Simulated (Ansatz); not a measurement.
Relaxation of C₂H₃NTe (7 atoms, charge 0, multiplicity 1), to a largest force component of 0.015 eV/Å in at most 40 steps.

All numbers below come from RKS B3LYP-D4/def2-SVP in Ansatz 0.2.0.

```xyz
7
Properties=species:S:1:pos:R:3
Te -1.577 0.114 -1.622
C -0.282 -0.330 -0.076
N 0.980 -0.252 0.486
C -0.070 -0.899 1.209
H -2.009 1.645 -0.855
H 0.030 -1.991 1.134
H -0.456 -0.284 2.011
```

Where does it end, and by what steps?

The run converged. After 14 steps the energy has fallen by 1.277 eV; H5 moved furthest, 0.96 Å.

| step | energy less start (eV) | largest force component (eV/Å) | accepted |
| --- | --- | --- | --- |
| 0 | 0.0000 | 5.739 | yes |
| 1 | -0.8554 | 3.019 | yes |
| 2 | -1.0608 | 1.642 | yes |
| 3 | -1.0838 | 0.172 | yes |
| 4 | -1.1048 | 0.221 | yes |
| 5 | -1.1192 | 0.607 | yes |
| 6 | -1.1559 | 1.045 | yes |
| 7 | -1.2368 | 0.324 | yes |
| 8 | -1.2508 | 0.562 | yes |
| 9 | -1.2700 | 0.274 | yes |
| 10 | -1.2667 | 0.527 | no |
| 11 | -1.2759 | 0.054 | yes |
| 12 | -1.2767 | 0.040 | yes |
| 13 | -1.2767 | 0.072 | yes |
| 14 | -1.2768 | 0.005 | yes |

```xyz
7
Properties=species:S:1:pos:R:3
Te -1.086 0.841 -1.657
C -0.120 -0.182 -0.099
N 1.015 -0.638 0.183
C -0.110 -0.817 1.211
H -2.527 0.842 -0.813
H -0.506 -1.833 1.340
H -0.050 -0.211 2.123
```

Whether the end is a true minimum wasn't checked by a vibrational analysis.

Time of the run: 110 s on 1 thread of AMD EPYC (Zen 3), with other jobs on the host, peak memory 0.18 GiB.
